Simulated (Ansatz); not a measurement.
Ansatz (a quantum-chemistry and plane-wave program) input (PBE/6-31G*):

Ansatz 0.2 input:
```yaml
crystal:
  periodic: [false, false, false]
  atoms:
    - {symbol: C, position_ang: [1.40597900, -0.46526400, 0.20245500]}
    - {symbol: B, position_ang: [0.02338900, -0.00774000, 0.00336800]}
    - {symbol: O, position_ang: [-1.12920600, -0.85492200, -0.05681100]}
    - {symbol: O, position_ang: [-0.38282100, 1.35527900, -0.16091400]}
    - {symbol: H, position_ang: [1.68055000, -1.51374800, 0.32444900]}
    - {symbol: H, position_ang: [2.26231600, 0.20898300, 0.24330700]}
    - {symbol: H, position_ang: [-0.81459100, -1.75463000, 0.05699800]}
    - {symbol: H, position_ang: [0.41512700, 1.88682000, -0.11451900]}
basis:
  gaussian:
    orbitals: 6-31G*
hamiltonian:
  xc: {name: PBE}
total_charge: -1
relax: {f_tol: 0.003, max_steps: 120}
```

Output:

```
Functional definition: PBE
integrals: 0.02 GiB planned
758 factors; their error is unknown
mean field: 0.14 GiB planned
mean field evaluation 1: about -5860.7322 eV, gradient 5.0e1 eV
mean field evaluation 2: about -5849.2581 eV, gradient 7.6e1 eV
mean field evaluation 4: about -5866.6208 eV, gradient 5.8e0 eV
mean field evaluation 8: about -5866.6832 eV, gradient 1.9e-1 eV
mean field evaluation 16: about -5866.6387 eV, gradient 1.7e-4 eV
mean field -5866.63871943 eV, -215.5949963887 hartree, gradient 1.4e-5 eV, S^2 0.000000; 0 other end points of the search recorded, 0 dependent functions left out
the calculation of the forces begins
reference -5866.63874055 eV, -215.5949971648 hartree; 16, 16 occupied and 52, 52 virtual orbitals, 758 factors
relax step   1: F+E_penalty+E_count = -5866.63871943 eV  Δ(F+E_penalty+E_count) = +0.000e0 eV  max|allowed force component| = 1.003e0 eV/Å  Δτ_max = 0.0000 Å  (29 SCF iters, accepted)
these checks for a lower state are left out or cut short: starts, cluster_reference, orbital_swaps, neighbouring_geometries, increment
integrals: 0.02 GiB planned
758 factors; their error is unknown
mean field: 0.14 GiB planned
mean field -5866.66982517 eV, -215.5961395035 hartree, gradient 2.7e-5 eV, S^2 0.000000; 0 other end points of the search recorded, 0 dependent functions left out
the calculation of the forces begins
reference -5866.66984617 eV, -215.5961402749 hartree; 16, 16 occupied and 52, 52 virtual orbitals, 758 factors
relax step   2: F+E_penalty+E_count = -5866.66982517 eV  Δ(F+E_penalty+E_count) = -3.111e-2 eV  max|allowed force component| = 4.577e-1 eV/Å  Δτ_max = 0.0158 Å  (31 SCF iters, accepted)
these checks for a lower state are left out or cut short: starts, cluster_reference, orbital_swaps, neighbouring_geometries, increment
integrals: 0.02 GiB planned
758 factors; their error is unknown
mean field: 0.14 GiB planned
mean field evaluation 32: about -5866.6800 eV, gradient 7.2e-4 eV
mean field -5866.68000572 eV, -215.5965136317 hartree, gradient 1.1e-5 eV, S^2 0.000000; 0 other end points of the search recorded, 0 dependent functions left out
the calculation of the forces begins
reference -5866.68002657 eV, -215.5965143980 hartree; 16, 16 occupied and 52, 52 virtual orbitals, 758 factors
relax step   3: F+E_penalty+E_count = -5866.68000572 eV  Δ(F+E_penalty+E_count) = -1.018e-2 eV  max|allowed force component| = 6.170e-2 eV/Å  Δτ_max = 0.0174 Å  (32 SCF iters, accepted)
these checks for a lower state are left out or cut short: starts, cluster_reference, orbital_swaps, neighbouring_geometries, increment
integrals: 0.02 GiB planned
758 factors; their error is unknown
mean field: 0.14 GiB planned
mean field -5866.68082922 eV, -215.5965438947 hartree, gradient 1.1e-5 eV, S^2 0.000000; 0 other end points of the search recorded, 0 dependent functions left out
the calculation of the forces begins
reference -5866.68085006 eV, -215.5965446607 hartree; 16, 16 occupied and 52, 52 virtual orbitals, 758 factors
relax step   4: F+E_penalty+E_count = -5866.68082922 eV  Δ(F+E_penalty+E_count) = -8.235e-4 eV  max|allowed force component| = 3.401e-2 eV/Å  Δτ_max = 0.0107 Å  (31 SCF iters, accepted)
these checks for a lower state are left out or cut short: starts, cluster_reference, orbital_swaps, neighbouring_geometries, increment
integrals: 0.02 GiB planned
758 factors; their error is unknown
mean field: 0.14 GiB planned
mean field -5866.68094626 eV, -215.5965481958 hartree, gradient 1.1e-5 eV, S^2 0.000000; 0 other end points of the search recorded, 0 dependent functions left out
the calculation of the forces begins
reference -5866.68096711 eV, -215.5965489621 hartree; 16, 16 occupied and 52, 52 virtual orbitals, 758 factors
relax step   5: F+E_penalty+E_count = -5866.68094626 eV  Δ(F+E_penalty+E_count) = -1.170e-4 eV  max|allowed force component| = 4.964e-3 eV/Å  Δτ_max = 0.0047 Å  (32 SCF iters, accepted)
these checks for a lower state are left out or cut short: starts, cluster_reference, orbital_swaps, neighbouring_geometries, increment
integrals: 0.02 GiB planned
758 factors; their error is unknown
mean field: 0.14 GiB planned
mean field -5866.68094669 eV, -215.5965482118 hartree, gradient 1.5e-5 eV, S^2 0.000000; 0 other end points of the search recorded, 0 dependent functions left out
the calculation of the forces begins
reference -5866.68096754 eV, -215.5965489781 hartree; 16, 16 occupied and 52, 52 virtual orbitals, 758 factors
relax step   6: F+E_penalty+E_count = -5866.68094669 eV  Δ(F+E_penalty+E_count) = -4.362e-7 eV  max|allowed force component| = 7.177e-4 eV/Å  Δτ_max = 0.0002 Å  (19 SCF iters, accepted)
integrals: 0.02 GiB planned
758 factors; their error is unknown
mean field: 0.14 GiB planned
mean field evaluation 64: about -5866.7173 eV, gradient 1.8e-1 eV
mean field -5866.68094669 eV, -215.5965482118 hartree, gradient 1.7e-5 eV, S^2 0.000000; 1 other end points of the search recorded, 0 dependent functions left out
the calculation of the forces begins
reference -5866.68096754 eV, -215.5965489781 hartree; 16, 16 occupied and 52, 52 virtual orbitals, 758 factors
Total energy: -5866.68096754 eV, -215.5965489781 hartree
Atom 0 at     1.398457    -0.462775     0.201372 Å, force     0.000355    -0.000117     0.000051 eV/Å
Atom 1 at     0.009009    -0.002981     0.001297 Å, force    -0.000718     0.000237    -0.000103 eV/Å
Atom 2 at    -1.160570    -0.858018    -0.060167 Å, force     0.000065    -0.000706     0.000068 eV/Å
Atom 3 at    -0.405999     1.376424    -0.165412 Å, force     0.000481     0.000525     0.000010 eV/Å
Atom 4 at     1.686926    -1.522607     0.325949 Å, force    -0.000027    -0.000038     0.000000 eV/Å
Atom 5 at     2.272792     0.212265     0.244234 Å, force     0.000002     0.000047    -0.000004 eV/Å
Atom 6 at    -0.778920    -1.747093     0.060469 Å, force    -0.000167    -0.000234     0.000001 eV/Å
Atom 7 at     0.439048     1.859562    -0.109409 Å, force     0.000009     0.000286    -0.000024 eV/Å
Dipole moment:    -0.115642     0.038268    -0.016652 e Å
```

The dipole moment of an ion depends on the origin.

The geometry given is a B3LYP-D3(BJ)/def2-TZVP minimum.
